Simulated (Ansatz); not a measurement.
Consider the formal exchange of groups at a C–Al bond: `[BH2][AlH][CH2]OC` + `[SbH3]` → `CO[CH2][SbH2]` + `[BH2][AlH2]`.

Calculated with Ansatz (gas phase, PBE0-D4/def2-TZVP geometries, no zero-point term in ΔE). CCSD(T)/CBS adds triple-zeta CCSD(T) − MP2 to the extrapolated MP2 energy (def2 sets, frozen cores). This one scheme is used for every species. DFT in def2-TZVPP. Elements past krypton have def2 core potentials. For Sb outer-core shells are correlated without core-valence functions, which leaves a few kJ/mol of doubt a bond. One conformer a species, not always the lowest.

CCSD(T)/CBS gives +1.0 kcal/mol.

Question: Another level gave +3.7 kcal/mol. Which?
A. r2SCAN-D4/def2-TZVPP
B. HF/def2-TZVPP
C. ωB97M-V/def2-TZVPP
D. CCSD/def2-TZVPP

Answer: C. ωB97M-V 3.7, CCSD/def2-TZVPP 0.5, r2SCAN-D4 7.2, HF/def2-TZVPP -6.1 kcal/mol.

Largest T1 diagnostic among the species: 0.014.

In def2-TZVPP, CCSD(T) changes the Hartree–Fock value by +7.9 kcal/mol (the triples alone add +1.4 kcal/mol) and MP2 by +6.8 kcal/mol. From PBE to PBE0 (25 % exact exchange), in def2-TZVPP and without D4, ΔE moves by −2.7 kcal/mol. The D4 term adds +0.9 kcal/mol with B3LYP and +0.5 kcal/mol with PBE0; it sums over pairs of atoms, weighted by their polarisabilities, and B3LYP, whose exchange is more repulsive, gets the larger term.

B3LYP here is the variant with VWN-RPA as its local correlation; programs differ in this.
